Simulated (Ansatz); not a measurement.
Input file for `CCB(C)N`:

```yaml
crystal:
  periodic: [false, false, false]
  atoms:
    - {symbol: C, position_ang: [-1.711878, 0.570833, 0.623965]}
    - {symbol: C, position_ang: [-0.400192, 1.044954, 0.002105]}
    - {symbol: B, position_ang: [0.618874, -0.108766, -0.365856]}
    - {symbol: C, position_ang: [0.884803, -1.313615, 0.616801]}
    - {symbol: N, position_ang: [1.305757, -0.047389, -1.582131]}
    - {symbol: H, position_ang: [-2.363909, 1.406945, 0.889777]}
    - {symbol: H, position_ang: [-1.534453, -0.008046, 1.533898]}
    - {symbol: H, position_ang: [-2.269385, -0.071850, -0.063478]}
    - {symbol: H, position_ang: [-0.609965, 1.676950, -0.869520]}
    - {symbol: H, position_ang: [0.110749, 1.702478, 0.720499]}
    - {symbol: H, position_ang: [1.710539, -1.961955, 0.311172]}
    - {symbol: H, position_ang: [-0.010768, -1.940046, 0.697803]}
    - {symbol: H, position_ang: [1.091690, -0.960794, 1.632624]}
    - {symbol: H, position_ang: [1.991176, -0.727610, -1.863383]}
    - {symbol: H, position_ang: [1.165260, 0.687112, -2.254874]}
basis:
  gaussian: {orbitals: def2-TZVPP}
correlation: {method: ccsd_t}
output: {orbitals: {seedname: orbitals}}
```

```sh
$ ansatz run in.yaml --threads 4 --pin off --events-out ev --progress --plain --max-ram 10444MiB
```

Log, shortened:

```
Functional definition: HF
1703 factors; integrals over basis functions are off by at most 9.7e-4 eV
mean field evaluation 1: about -5401.3866 eV, gradient 4.7e1 eV
mean field evaluation 2: about -5401.5466 eV, gradient 4.7e1 eV
mean field evaluation 4: about -5406.8967 eV, gradient 4.0e0 eV
mean field evaluation 8: about -5406.9604 eV, gradient 2.5e-1 eV
mean field -5406.96066878 eV, -198.7021396081 hartree, gradient 2.2e-6 eV, S^2 0.000000; 0 other end points of the search recorded, 0 dependent functions left out
5 core orbitals not correlated: weight in the atoms' cores, before any rotation towards them, 1.000 or more for the frozen orbitals, at most 0.000 for the correlated occupied ones
reference -5406.96066878 eV, -198.7021396081 hartree; 15, 15 occupied and 275, 275 virtual orbitals, 1703 factors
second order -23.14066033 eV of doubles, -0.00000000 eV of singles
cycle   1  -23.98056813 eV  change   -8.4e-1 eV  update   9.0e-2
cycle   2  -24.50905701 eV  change   -5.3e-1 eV  update   2.5e-2
cycle   3  -24.59532224 eV  change   -8.6e-2 eV  update   1.2e-2
cycle   4  -24.58963682 eV  change    5.7e-3 eV  update   3.2e-3
cycle   5  -24.58978614 eV  change   -1.5e-4 eV  update   1.6e-3
cycle   6  -24.58982919 eV  change   -4.3e-5 eV  update   4.7e-4
cycle   7  -24.58968653 eV  change    1.4e-4 eV  update   1.5e-4
cycle   8  -24.58969609 eV  change   -9.6e-6 eV  update   4.7e-5
cycle   9  -24.58969950 eV  change   -3.4e-6 eV  update   1.3e-5
perturbative correction -0.94100205 eV, -0.0345811875 hartree
Total energy: -5432.49137033 eV, -199.6403755849 hartree
```

Run time 14 min (4 threads of an Arm Neoverse V1 on a shared host); peak host memory 3.7 GiB.

MP2 recovers 90.6 % of the CCSD(T) correlation energy and the triples give 3.7 %; T1 = 0.0102.
